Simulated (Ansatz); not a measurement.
```xyz
3

Fe    0.0000    0.0000    0.0000
O     1.4941    0.0000    0.5438
O    -1.4941    0.0000    0.5438
```

Basis set: pcseg-2 (spherical functions). Charge 0, multiplicity 3.

Computed with Ansatz (development build ahead of 0.2.0); each method stands on the lowest determinant of its kind that the runs found. Restricted functionals stand beside restricted open-shell atoms, which can lie above the unrestricted atoms usual in DFT and then raise those values.

Q: Give the atomization energy at this shape (free ground-state atoms in the same class of orbitals less the molecule, no zero-point energy) of triplet FeO₂ by PBE (restricted open-shell), ROHF.

A:

```json
{"method": "PBE (restricted open-shell)", "atomization energy": "248.12 kcal/mol"}
{"method": "ROHF", "atomization energy": "-64.12 kcal/mol"}
```

Caution: no unrestricted run beside it, a lower state can exist; other spin multiplicities may lie lower. Caution for ROHF: the molecule lies well above its atoms at this level.

The shape needn't be a minimum at these levels.
